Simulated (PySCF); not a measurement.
## Excitation energy of Kr²⁺ by level of theory

Kr²⁺ [Ar] 3d10 4s2 4p4 (3P) → Kr²⁺ [Ar] 3d10 4s2 4p3 5s1 (5S), as a difference of total energies. All numbers are calculated (PySCF 2.14, the spin-free X2C one-electron Hamiltonian (Gaussian nucleus), in aug-cc-pVTZ-DK (7s6p4d2f, 59 functions)). Correlated levels: valence: [Ar] 3d10 frozen. The calculations carry no spin-orbit coupling.

| method | excitation energy (cm⁻¹) |
| --- | --- |
| UHF | 139020 |
| MP2 (valence) | 140860 |
| SCS-MP2 (valence) | 142770 |
| CCSD (valence) | 141850 |
| CCSD(T) (valence) | 141750 |

The promoted electron is Rydberg-like, and one or two diffuse shells describe it only roughly, which tends to raise the upper state.
